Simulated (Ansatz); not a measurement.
A nudged elastic band was laid between two geometries of BClH5NO (9 atoms, charge 0, multiplicity 1).

Theory: RHF/def2-SVP (Ansatz).

```yaml
movable_images: 9
climbing_image: yes
spring: 5.0 eV/Å²
optimiser: quadratic models (default)
start_path: through a guess of the saddle point
force_threshold: 0.05 eV/Å
iteration_limit: 60
end_points: relaxed
```

Image 0:

```xyz
9
Properties=species:S:1:pos:R:3
B 0.063 0.172 0.245
Cl 0.122 -0.823 1.871
O 1.240 0.114 -0.518
H 1.372 -0.723 -0.931
H -0.998 -0.023 -0.309
N 0.057 1.720 0.772
H 0.914 1.887 1.278
H 0.018 2.353 -0.011
H -0.719 1.898 1.389
```

Image 10:

```xyz
9
Properties=species:S:1:pos:R:3
B 0.275 0.597 -0.465
Cl -0.749 -0.146 3.261
O 1.455 -0.040 -0.657
H 1.403 -0.811 -1.196
H -0.741 0.212 -0.982
N 0.239 1.723 0.386
H 1.084 2.142 0.721
H -0.557 2.324 0.429
H -0.341 0.575 2.286
```

Problem. Which bonds break or form, and what moves?

Solution. Bonds broken: B1–Cl2, N6–H9. Bonds formed: Cl2–H9. BClH5NO becomes BH4NO + ClH.

Problem. What energy profile does the band end with?

Solution. The run converged. The highest image is number 6 of 0 to 10, 21.2 kcal/mol above the first end and 17.8 kcal/mol above the last; the last end lies 3.4 kcal/mol above the first. A vibrational analysis at the climbing image gives one clearly imaginary mode, 198i cm⁻¹: a first-order saddle point. The orbitals stay closed-shell, which can raise the energy where a bond breaks towards radicals; this wasn't checked here.

| image | path coordinate (Å) | energy (kcal/mol) | B1–Cl2 (Å) | N6–H9 (Å) | Cl2–H9 (Å) |
| --- | --- | --- | --- | --- | --- |
| 0 | 0.00 | 0.0 | 1.91 | 1.01 | 2.89 |
| 1 | 0.44 | 0.3 | 1.91 | 1.01 | 2.75 |
| 2 | 0.88 | 1.0 | 1.91 | 1.01 | 2.66 |
| 3 | 1.31 | 1.6 | 1.92 | 1.01 | 2.55 |
| 4 | 1.75 | 8.6 | 2.13 | 1.01 | 2.15 |
| 5 | 2.19 | 18.9 | 2.58 | 1.04 | 1.97 |
| 6 | 2.63 | 21.2 | 2.95 | 1.12 | 1.77 |
| 7 | 3.03 | 13.0 | 3.04 | 1.58 | 1.37 |
| 8 | 3.43 | 5.2 | 3.34 | 1.97 | 1.29 |
| 9 | 3.82 | 3.6 | 3.68 | 2.24 | 1.28 |
| 10 | 4.22 | 3.4 | 3.93 | 2.29 | 1.28 |

Problem. What is the geometry of the highest image?

Solution. 
```xyz
9
Properties=species:S:1:pos:R:3
B 0.154 0.446 -0.211
Cl -0.480 -0.333 2.564
O 1.364 -0.018 -0.496
H 1.398 -0.837 -0.966
H -0.872 0.075 -0.681
N 0.144 1.668 0.682
H 1.041 2.120 0.770
H -0.585 2.337 0.496
H -0.097 1.118 1.627
```

Problem. What are the harmonic wavenumbers there?

Solution. 198i, 160, 329, 370, 440, 547, 758, 899, 979, 1071, 1128, 1234, 1346, 1529, 1634, 1682, 2029, 2833, 3720, 3820, 4201 cm⁻¹.

Run time: 2.8 min on 1 thread of Arm Neoverse V2 (shared host), peak memory 0.15 GiB.
